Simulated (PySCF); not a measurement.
Polarisability and C₆ of Fe²⁺ (iron, charge +2)

[Ar] 3d6, high-spin 5D determinant. Computed with PySCF 2.14 in aug-cc-pwCVTZ (10s9p7d4f3g, 127 functions), with no relativity, point nucleus. Coupled (time-dependent) response in atomic units; α is the mean over directions.

```json
{"method": "UHF", "mean α (bohr³)": "3.086", "α xx, yy, zz": "3.271, 3.271, 2.716", "C₆ (like pair)": "8.830", "S(−4)": "4.560"}
{"method": "PBE", "mean α (bohr³)": "3.918", "α xx, yy, zz": "4.166, 4.166, 3.421", "C₆ (like pair)": "11.43", "S(−4)": "9.421"}
```

S(−4) is the Cauchy moment in α(ω) = α(0) + S(−4) ω² + …

α(iu) at PBE:

```tsv
u (hartree)	α(iu) (bohr³)
0	3.918
0.0500	3.894
0.100	3.828
0.200	3.599
0.300	3.312
0.500	2.766
0.750	2.249
1.00	1.873
1.50	1.363
2.00	1.039
3.00	0.6613
5.00	0.3354
```

For an ion, C₆ is the dispersion term alone; charge-induced terms of lower order in 1/R come first.

The components differ because the open shell of this determinant is not spherical; for a pure term their mean is the scalar polarisability.
